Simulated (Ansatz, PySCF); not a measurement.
Si(Cl)2(F)(SH) (Cl2FHSSi), SMILES F[Si](S)(Cl)Cl. Atoms are numbered in the order given.

```xyz
6

F     -0.4665     0.4635     1.7461
Si    -0.0644     0.0608     0.2361
S      1.7746    -0.9888     0.1744
Cl    -1.5068    -1.1884    -0.4971
Cl    -0.0102     1.8183    -0.8192
H      2.4961     0.0896     0.5654
```

Geometry optimised at B3LYP-D3(BJ)/def2-SVP. The structure was generated by enumeration, and PubChem lists no compound with its InChIKey, so it may never have been made. Other conformers were not sampled.

Vertical ionisation energy (IE) and electron affinity (EA) in eV. Rows of orbital energies are one-electron estimates. Where ΔSCF, EOM or ADC give a negative EA the extra electron is unbound and the value depends on the basis.

```tsv
level	IE	EA
−ε(HOMO), −ε(LUMO), r2SCAN/def2-TZVP (PySCF)	7.39	1.20
−ε(HOMO), −ε(LUMO), PBE/def2-TZVP (PySCF)	7.06	1.52
ΔSCF, PBE0/def2-SVPD (Ansatz), final states of multiplicity 2 and 2	10.67	-0.59
ΔSCF, PBE/def2-SVPD (Ansatz), final states of multiplicity 2 and 2	…	…
```

**Question.** What belongs in the gaps? (An estimate is asked for; the answer gives what the named calculation found.)

**Answer.** 
- ΔSCF, PBE/def2-SVPD (Ansatz, a quantum-chemistry and plane-wave program), final states of multiplicity 2 and 2, IE: 10.33
- ΔSCF, PBE/def2-SVPD (Ansatz), final states of multiplicity 2 and 2, EA: -0.37

**Question.** What vertical singlet–triplet gap does ΔSCF give with PBE0/def2-SVPD (Ansatz) and with PBE/def2-SVPD (Ansatz)? (An estimate is asked for; the answer gives what the named calculation found.)

**Answer.** 5.80 and 5.56 eV (triplet above singlet where positive).
